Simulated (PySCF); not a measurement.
Q: What does the PBE0-D3(BJ)/def2-SVP structure of `CCB[S][GeH3]` look like in three dimensions?

A: 
```xyz
14
C2H9BGeS angstrom
C     -1.7859   -0.7219    0.3030
C     -0.9404    0.0403   -0.7252
B     -0.3941    1.3781   -0.1134
S      1.2933    1.7726    0.3315
Ge     2.4635   -0.0764   -0.1772
H     -1.1794   -1.0402    1.1658
H     -2.2354   -1.6263   -0.1356
H     -2.6056   -0.0984    0.6923
H     -1.5803    0.3080   -1.5859
H     -0.1505   -0.6185   -1.1221
H     -1.1599    2.2788    0.1521
H      3.8928    0.2115    0.3056
H      1.8795   -1.2897    0.5649
H      2.4485   -0.3177   -1.6956
```

Orientation and origin are arbitrary. Atoms count from 1 in this order. Ge5 (germanium bonded to S and 3 H) is distorted tetrahedral (angles from 105.0° to 110.5°). S4 (sulfur bonded to B and Ge) is bent (angle 104.7°). B3 (three-coordinate boron) is planar (angles 127.8°, 119.9° and 112.2°, sum 360.0°, 0.02 Å off the plane of its three neighbours).

Bonds between heavy atoms (Å): C1–C2 1.534, C2–B3 1.569, B3–S4 1.789, S4–Ge5 2.247.

Computed, not measured: PBE0-D3(BJ)/def2-SVP geometry optimisation, gas phase (PySCF 2.14.0).

Point group: C1 (no symmetry element, even within 0.4 Å). PBE0-D3(BJ)/def2-SVP frequencies: not computed here. The numbers are those of one conformer (C1–C2–B3–S4 109°, C2–B3–S4–Ge5 0°).
